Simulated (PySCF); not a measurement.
## A computed series MCl4

Computed with PySCF 2.14.0, PBE0, def2-SVP on the ligands, density fitting, scalar-relativistic core potentials, no spin-orbit coupling, vacuum. Each member is relaxed from one template within its symmetry. Distances are means of the shortest metal–ligand contacts, charges and spins Mulliken's; removal energies are rigid, with the ligand's formal charge and no counterpoise, so too large; for an anion taken off a cation in vacuum most of it is the attraction of opposite charges, and multiply charged cations can part far more cheaply with an electron moved from ligand to metal. lcecp potentials hold a fixed number of 4f electrons in the core, out of states, spins and gaps.

```tsv
metal	basis on the metal	point group	M–Cl (Å)	charge on M (e)	removal of one Cl (eV)	strongest infrared band, degenerate modes summed (cm⁻¹)	unstable modes (below −25 cm⁻¹)
Ce	lcecp-2-SVP with ECP46	Td	2.480	1.23	10.04	383	0
Pr	lcecp-2-SVP with ECP47	Td	2.468	1.04	10.12	383	0
Nd	lcecp-2-SVP with ECP48	Td	2.451	1.06	10.17	386	0
Tb	lcecp-2-SVP with ECP53	Td	2.386	0.98	10.43	391	0
Dy	lcecp-2-SVP with ECP54	Td	2.377	0.90	10.46	390	0
Pb	def2-SVP with ECP60	Td	2.414	0.87	9.98	352	0
```

Task: What does the calculation give for Hf, def2-SVP with ECP60?

Result: point group: Td, M–Cl (Å): 2.328, charge on M (e): 0.88, removal of one Cl (eV): 10.73, strongest infrared band, degenerate modes summed (cm⁻¹): 404, unstable modes (below −25 cm⁻¹): 0.
```xyz
5

Hf    0.0000    0.0000    0.0000
Cl    1.3439    1.3439    1.3439
Cl   -1.3439   -1.3439    1.3439
Cl    1.3439   -1.3439   -1.3439
Cl   -1.3439    1.3439   -1.3439
```

From Ce to Dy the M–Cl distance shrinks by 0.10 Å, the lanthanide contraction, and the energy to remove one Cl rises by 0.41 eV.

One start shape was tried for each, so a minimum needn't be the lowest isomer. Oxidation states forced by the potential, rare, strongly oxidising or of another configuration in reality: PrCl4, NdCl4, TbCl4, DyCl4.
